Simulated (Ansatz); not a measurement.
## Worked example: C2H2ClF + BHF2 → C2H3F + BClF2

Species: C2H2ClF (1-chloro-2-fluoroethylene) `F/C=C/Cl`, singlet; BHF2 `FBF`, singlet; C2H3F `C=CF`, singlet; BClF2 (chlorodifluoroborane) `FB(F)Cl`, singlet. The partners trade Cl for H: C–Cl and B–H bonds give way to C–H and B–Cl.

Shapes, held fixed at every level: PBE0-D4/def2-TZVP. Programs: Ansatz 0.2.0. The zero-point and thermal change to 298 K, harmonic and unscaled (PBE0-D4/def2-TZVP), is +3.6 kJ/mol.

At CCSD(T)/CBS estimate; 1 Eh = 2625.50 kJ/mol:

```
species  energy (Eh)
C2H2ClF  -636.834666
   BHF2  -225.094270
  C2H3F  -177.664688
  BClF2  -684.319260
```

Question: Work out ΔH(298 K) of the reaction at this level.

Answer: 
1. Products less reactants: (-177.664688) + (-684.319260) − [(-636.834666) + (-225.094270)] = -0.055012 Eh = -144.4 kJ/mol.
2. With the thermal change: -144.4 + (+3.6) = -140.8 kJ/mol.

Other levels give -154.2 (CCSD/def2-SVP) to -138.8 kJ/mol (B3LYP-D4/def2-TZVPP). No measured value is set beside it here. The CBS estimate extrapolates MP2 from def2-TZVPP and def2-QZVPP and adds CCSD(T) − MP2 in the triple-zeta set, cores frozen.
